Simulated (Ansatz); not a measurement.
Coupled-cluster diagnostics for MoH₄, Ansatz.

Geometry of the triplet (r2SCAN-D4/def2-TZVP):

| atom | x (Å) | y (Å) | z (Å) |
| --- | --- | --- | --- |
| Mo1 | 0.000 | 0.000 | 0.000 |
| H2 | 1.156 | -1.220 | 0.160 |
| H3 | 0.648 | 1.464 | 0.537 |
| H4 | -1.358 | -0.387 | 0.926 |
| H5 | -0.446 | 0.143 | -1.622 |

In the def2 sets Mo takes a core potential; there is no spin–orbit coupling. Correlated methods freeze no core orbitals; core or outer-core shells of Mo are correlated, in sets that lack core-valence functions. At PBE0-D4/def2-TZVPD a quartet of charge -1 lies 0.12 eV below the doublet at the same geometry.

Geometry of the charge 0 singlet (r2SCAN-D4/def2-TZVP):

```xyz
5

Mo    0.0000    0.0000    0.0000
H    -0.4434    1.3337   -0.9310
H     1.4751   -0.4359   -0.6900
H    -1.1411   -1.2407   -0.0259
H     0.1094    0.3429    1.6470
```

Problem. Estimate the CCSD(T) correlation energy, the shares of MP2 and (T), T1 and the reference's ⟨S²⟩ for: charge 0, triplet, own geometry in def2-TZVPP; charge 0, triplet, own geometry in def2-TZVPD; charge 0, singlet, own geometry in def2-TZVPP; charge 1, doublet, vertical in def2-TZVPP; charge -1, doublet, vertical in def2-TZVPD; and the rough time on 2 threads of AMD EPYC 7R13 on a shared host.

Solution. 
| state | basis | correlation (eV) | MP2 share (%) | (T) share (%) | T1 | ⟨S²⟩ (pure) | wall time | remarks |
| --- | --- | --- | --- | --- | --- | --- | --- | --- |
| charge 0, triplet, own geometry | def2-TZVPP | -14.755 | 91.5 | 4.0 | 0.033 | 2.10 (2.00) | 18 s | – |
| charge 0, triplet, own geometry | def2-TZVPD | -12.067 | 91.3 | 3.6 | 0.030 | 2.11 (2.00) | 6 s | – |
| charge 0, singlet, own geometry | def2-TZVPP | -15.479 | 91.4 | 4.5 | 0.031 | 0.00 (0.00) | 14 s | restricted SCF unstable |
| charge 1, doublet, vertical | def2-TZVPP | -14.734 | 90.4 | 4.3 | 0.040 | 0.95 (0.75) | 17 s | spin-contaminated |
| charge -1, doublet, vertical | def2-TZVPD | -12.752 | 91.2 | 3.8 | 0.045 | 1.26 (0.75) | 9.5 s | spin-contaminated |
Customary marks for T1 are 0.02 (closed shells), 0.045 (open shells) and about 0.05 (3d metals). T1 exceeds 0.02 in 5 of 5 rows and 0.045 in 0; the higher it lies, the less the single-reference result can be trusted.
